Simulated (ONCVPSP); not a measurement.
# Plane-wave convergence, ONCV potential for Be

```
Element                 : Be (Z = 4)
Generator               : ONCVPSP 4.0.1
Type                    : optimised norm-conserving Vanderbilt (ONCV)
Functional              : PBE
Relativity              : scalar-relativistic
Frozen core             : none
Valence charge          : 4
Reference configuration : 1s2 2s1.5 (charge +0.5)
Partial waves           : 1s+2s: rc 0.90 bohr, ncon 3, nbas 6, qcut 12.6 1/bohr, 2 projectors; p scattering state at 0.05 Ha: rc 0.75 bohr, ncon 4, nbas 7, qcut 8.9 1/bohr, local
Local potential         : the p channel
Core correction         : none
```

For each optimised wave give the share of its norm inside rc, the residual kinetic energy above qcut (Ha) and the cutoffs (Ha) for errors of 10, 1, 0.1 and 0.01 mHa per electron.

| wave | norm inside rc | residual KE | 10 mHa | 1 mHa | 0.1 mHa | 0.01 mHa |
| --- | --- | --- | --- | --- | --- | --- |
| 1s | 0.949 | 1.4e-05 | 50.2 | 61.9 | 71.1 | 94.2 |
| 2s | 0.031 | 8.3e-06 | 35.3 | 52.6 | 66.6 | 78.3 |
| p projector 1 | 0.057 | 4.4e-04 | 14.7 | 31.8 | 92.8 | 232.8 |

The occupied waves need 62 Ha and 71 Ha for 1 and 0.1 mHa. Its largest configuration-test error is +1785 meV.
